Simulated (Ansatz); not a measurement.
Cost and result for the atomization energy of C₂H₇AlSSi (`[SiH3]C[CH]1[AlH][S]1`) (12 atoms, 12 bonds).

Z-matrix (Å, degrees):
```
Si
C 1 1.886
H 1 1.489 2 109.0
H 1 1.485 2 111.7 3 -120.3
H 1 1.490 2 110.1 3 119.1
C 2 1.515 1 113.8 3 53.5
H 2 1.095 1 108.6 3 178.3
H 2 1.097 1 107.6 3 -67.0
S 6 1.924 2 114.3 1 65.3
Al 6 1.923 2 126.3 1 143.5
H 6 1.090 2 111.8 1 -57.6
H 10 1.570 6 156.3 2 71.0
```

The species carries charge 0 and has multiplicity 1. The geometry is a stationary point of PBE0-D4/def2-TZVP. It is one conformer, not always the lowest. Program: Ansatz. All runs use 4 threads of an Intel Xeon 6975P-C on a shared host. Times are those of one run each, without the atoms' runs, and a repeat can differ threefold. Electronic energies, without spin–orbit coupling; frozen cores. CCSD(T)/CBS adds CCSD(T) − MP2 in def2-TZVPP to the MP2 limit, and its time is that of the two runs behind it. T1 = 0.013. B3LYP takes the VWN-RPA correlation (the form of Gaussian; ORCA's B3LYP/G). HSE06 is the plane-wave form, built on full-range PBE exchange.

CCSD(T)/CBS is a level of theory with its own doubt, some kJ/mol a heavy atom from the limit and from the frozen cores, so smaller differences don't rank the functionals.

```
                             level  functions  wall time
            LDA (SPW92)/def2-TZVPP        286        1 s
              revPBE-D4/def2-TZVPP        286      1.4 s
   PBE-D4/def2-TZVPP (with forces)        286      1.8 s
                PBE0-D4/def2-TZVPP        286      2.4 s
                  CCSD(T)/def2-SVP        117      2.5 s
               HSE06-D4/def2-TZVPP        286      2.6 s
r2SCAN-D4/def2-TZVPP (with forces)        286      3.1 s
 B3LYP-D4/def2-TZVPP (with forces)        286      3.6 s
                 B2PLYP/def2-TZVPP        286        4 s
                 B97M-V/def2-TZVPP        286      5.5 s
                    MP2/def2-QZVPP        534       17 s
                CCSD(T)/def2-TZVPP        286       46 s
                 CCSD(T)/CBS(def2)          –       62 s
```

Task: What atomization energy does each give, and how far from CCSD(T)/CBS? (Best estimate.)

Result: The calculation gave: 
| level | atomization (kcal/mol) | difference from CCSD(T)/CBS | per bond |
| --- | --- | --- | --- |
| LDA (SPW92)/def2-TZVPP | 1082.9 | 124.3 | 10.4 |
| revPBE-D4/def2-TZVPP | 949.5 | -9.1 | -0.8 |
| PBE-D4/def2-TZVPP (with forces) | 967.8 | 9.2 | 0.8 |
| PBE0-D4/def2-TZVPP | 958.3 | -0.3 | 0.0 |
| CCSD(T)/def2-SVP | 902.3 | -56.3 | -4.7 |
| HSE06-D4/def2-TZVPP | 958.9 | 0.3 | 0.0 |
| r2SCAN-D4/def2-TZVPP (with forces) | 962.9 | 4.3 | 0.4 |
| B3LYP-D4/def2-TZVPP (with forces) | 954.3 | -4.3 | -0.4 |
| B2PLYP/def2-TZVPP | 943.1 | -15.5 | -1.3 |
| B97M-V/def2-TZVPP | 968.6 | 10.0 | 0.8 |
| MP2/def2-QZVPP | 958.1 | -0.5 | 0.0 |
| CCSD(T)/def2-TZVPP | 932.7 | -25.9 | -2.2 |
| CCSD(T)/CBS(def2) | 958.6 | 0.0 | 0.0 |

The D4 term adds +12.3 kcal/mol with B3LYP and +6.5 kcal/mol with PBE0; it sums over pairs of atoms, weighted by their polarisabilities, and B3LYP, whose exchange is more repulsive, gets the larger term. From r2SCAN to r2SCAN0 (25 % exact exchange), in def2-TZVPP and without D4, the atomization energy moves by −11.0 kcal/mol: exact exchange takes away binding that semilocal exchange gives to molecules. Leaving LDA and LC-ωPBE aside and taking each functional with its dispersion term where it has one, the values, not all of them listed here, spread over 33.3 kcal/mol, from BHLYP-D4 to B97M-V. LDA lies +122.7 kcal/mol from PBE without D4, its usual overbinding.
